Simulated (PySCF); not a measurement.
# Computed vibrations of [La(NH3)2]3+

[La(NH3)2]3+ (singlet). PySCF 2.14.0, RKS PBE, La def2-SVP with ECP46, N def2-SVP, H def2-SVP; non-relativistic Hamiltonian with scalar-relativistic core potentials where named; density fitting; no spin-orbit coupling. Central differences of gradients.

```xyz
9

La    0.1117   -0.2620   -0.0001
N    -0.4398    1.0286    2.1041
H     0.2795    1.7260    2.4139
H    -1.3209    1.5954    2.0897
H    -0.5621    0.4315    2.9576
N    -0.4378    1.0299   -2.1035
H     0.2248    0.8658   -2.8995
H    -1.3692    0.8148   -2.5347
H    -0.4538    2.0745   -2.0266
```

Run from Python with OMP_NUM_THREADS=2. Where DIIS fails, smearing, a level shift and second-order steps follow.
It took 2.8 min on 2 threads of Intel(R) Xeon(R) Platinum 8488C (Sapphire Rapids), on a shared host.

Problem. What are the harmonic wavenumbers and infrared intensities?

Solution. Negative numbers are unstable modes, those under 60 cm⁻¹ near the noise; a finer grid moves soft modes by up to 10 cm⁻¹.
| cm⁻¹ | km/mol | symmetry |
| --- | --- | --- |
| -54 | – |  |
| 25 | 0.4 |  |
| 74 | 5.8 |  |
| 351 | 2.5 |  |
| 357 | 16.0 |  |
| 630 | 31.4 |  |
| 632 | 6.9 |  |
| 641 | 111.8 |  |
| 658 | 74.9 |  |
| 1359 | 113.7 |  |
| 1362 | 62.3 |  |
| 1544 | 85.4 |  |
| 1546 | 74.4 |  |
| 1548 | 31.1 |  |
| 1548 | 25.1 |  |
| 3212 | 487.0 |  |
| 3219 | 102.9 |  |
| 3276 | 118.5 |  |
| 3276 | 203.1 |  |
| 3285 | 163.6 |  |
| 3288 | 177.7 |  |

Problem. Is this a minimum?

Solution. Probably not: 1 unstable, though so soft as to be near the noise; the lowest moves the atoms so:
```
La  -0.01 -0.01  0.00
N    0.01  0.02 -0.01
H   -0.25  0.42 -0.33
H   -0.28 -0.43  0.17
H    0.57  0.08  0.12
N    0.03  0.03  0.01
H    0.06  0.06  0.03
H    0.05  0.01 -0.02
H    0.00  0.02  0.03
```
